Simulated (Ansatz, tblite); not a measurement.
Removing and adding an electron: PdAu₃. The state is a doublet with charge 0. Geometry: r2SCAN-D4/def2-SVP. Ansatz, gas phase; energy differences of separate SCF runs; the oxidised species is a singlet (the triplet lies 0.33 eV higher at PBE0-D4/def2-TZVP); the reduced species is a singlet (the triplet lies 0.55 eV higher at PBE0-D4/def2-TZVPD).

| atom | x (Å) | y (Å) | z (Å) |
| --- | --- | --- | --- |
| Pd1 | -0.376 | 0.648 | 1.143 |
| Au2 | 2.119 | -0.174 | 0.787 |
| Au3 | 0.372 | -0.641 | -1.129 |
| Au4 | -2.114 | 0.167 | -0.801 |

In the def2 sets Au, Pd take a core potential; there is no spin–orbit coupling. The xTB rows come from tblite. The structure comes from a short search, and lower isomers may exist.

| level | −HOMO (eV) | vertical IE (eV) | −LUMO (eV) | vertical EA (eV) | HOMO–LUMO gap (eV) | IE − EA (eV) | remarks |
| --- | --- | --- | --- | --- | --- | --- | --- |
| GFN1-xTB | – | 13.20 | – | 7.39 | – | 5.81 | – |
| PBE-D4/def2-TZVPD | 5.40 | – | 4.91 | 2.55 | 0.49 | – | restricted, untested (-1 singlet) |
| r2SCAN-D4/def2-TZVP | 5.51 | 7.72 | 4.70 | – | 0.81 | – | restricted singlet, untested (+1 singlet) |
| PBE0-D4/def2-TZVPD | 5.95 | – | 3.76 | 2.32 | 2.19 | – | – |

Task: Estimate the rows for GFN2-xTB, PBE-D4/def2-TZVP, r2SCAN-D4/def2-TZVPD, PBE0-D4/def2-TZVP.

Result: 
```csv
level,−HOMO (eV),vertical IE (eV),−LUMO (eV),vertical EA (eV),HOMO–LUMO gap (eV),IE − EA (eV),remarks
GFN2-xTB,–,12.04,–,6.69,–,5.35,–
PBE-D4/def2-TZVP,5.41,7.74,4.92,–,0.50,–,"restricted singlet, untested (+1 singlet)"
r2SCAN-D4/def2-TZVPD,5.50,–,4.69,2.43,0.80,–,–
PBE0-D4/def2-TZVP,5.96,7.64,3.77,–,2.19,–,"restricted singlet, untested (+1 singlet)"
```

   HOMO and LUMO are the levels of the spin that leaves or enters (xTB has no such levels and no spin-polarisation term). Other spin states of the ions may lie lower, which would lower the ionisation energy or raise the affinity. Raw xTB energy differences between charge states are shifted by several eV; the methods need an empirical correction for them.
